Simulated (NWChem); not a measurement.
CHCuO; SMILES [O+]#[C-]->[CuH]

```xyz
4

Cu    -0.0013    -0.7604     0.0000
H     -0.0191    -2.2916     0.0000
O     -0.0008     2.2189     0.0000
C      0.0046     1.0896     0.0000
```
Atoms are numbered in this order, from 1.

Level: PBE0/def2-SVP (NWChem), optimised geometry, unscaled harmonic frequencies. 

```csv
frequency (cm⁻¹),IR intensity (km/mol)
187,81.2
391,7.4
455,78.4
466,96.1
1804,47.9
2275,368.2
```

```
Property                                                                           Result
-----------------------------------------------------------------------  ----------------
zero-point energy                                                            8.0 kcal/mol
thermal correction to the enthalpy at 298.15 K (with zero-point energy)     11.2 kcal/mol
heat capacity Cv                                                         12.0 cal/(mol K)
entropy at 298.15 K and 1 atm (symmetry number 1)                        58.1 cal/(mol K)
dipole moment                                                                      3.47 D
```

Rigid rotor and harmonic oscillator.
